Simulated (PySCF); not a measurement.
## Which basis set comes closest?

Molecule: (CH3CH2)3CF, C₇H₁₅F.

Geometry:
```
atom   x (Å)   y (Å)   z (Å)
  C1   2.694   0.415   0.784
  C2   1.723  -0.176  -0.224
  C3   0.282  -0.298   0.267
  F4   0.310  -1.128   1.396
  C5  -0.572  -1.010  -0.781
  C6  -2.007  -1.280  -0.362
  C7  -0.316   1.022   0.749
  C8  -0.462   2.098  -0.313
  H9   2.626  -0.122   1.741
 H10   2.496   1.480   0.979
 H11   3.730   0.335   0.423
 H12   1.728   0.409  -1.158
 H13   2.052  -1.192  -0.500
 H14  -0.544  -0.424  -1.714
 H15  -0.068  -1.964  -1.007
 H16  -2.595  -0.354  -0.268
 H17  -2.517  -1.917  -1.100
 H18  -2.033  -1.798   0.608
 H19   0.312   1.386   1.578
 H20  -1.294   0.796   1.200
 H21  -0.900   3.011   0.117
 H22   0.507   2.378  -0.753
 H23  -1.120   1.778  -1.136
```

Geometry PBE0-D3(BJ)/def2-SVP throughout; GIAO in PySCF 2.14.0 with density-fitted response routines, gas phase, one conformer, non-relativistic; equivalent atoms averaged; functional PBE0.

Reference values (measured; G. Saielli, R. Bini, A. Bagno, Computational 19F NMR. 2. Organic compounds, RSC Adv. 2014, ESI (exp. from Berger-Braun-Kalinowski 1994 and Everett 1995)): δ(F4) = -156.2 ppm vs CFCl3. Computed shifts are taken against CFCl3, calculated as an isolated molecule at each level.

Task: How do the basis sets STO-3G, pcSseg-0, 6-31G, 6-31G*, cc-pVDZ, def2-SVP, pcSseg-1, 6-311+G(2d,p), aug-cc-pVDZ perform against the reference? Times are CPU seconds on 1 thread of an Arm Neoverse V1, shared host.

Result: 
```
    basis set  functions      F4  abs. error F  core-s
       STO-3G         55  -114.7          41.5     7.6
     pcSseg-0        102  -205.7          49.5      12
        6-31G        102  -198.8          42.6      14
       6-31G*        142  -181.7          25.5      21
      cc-pVDZ        187  -174.8          18.6      29
     def2-SVP        187  -167.0          10.8      27
     pcSseg-1        211  -186.6          30.4      35
6-311+G(2d,p)        306  -181.5          25.3      68
  aug-cc-pVDZ        319  -170.8          14.6      69
```

For ¹⁹F the closest is def2-SVP (10.8 ppm) and the furthest pcSseg-0 (49.5 ppm). Where a smaller basis beats a larger one, errors probably cancel. One molecule is a small sample, and vibrational and solvent effects are absent from the calculation.

A small basis that lands close on one nucleus may do so by chance; judge by the trend and by all nuclei.
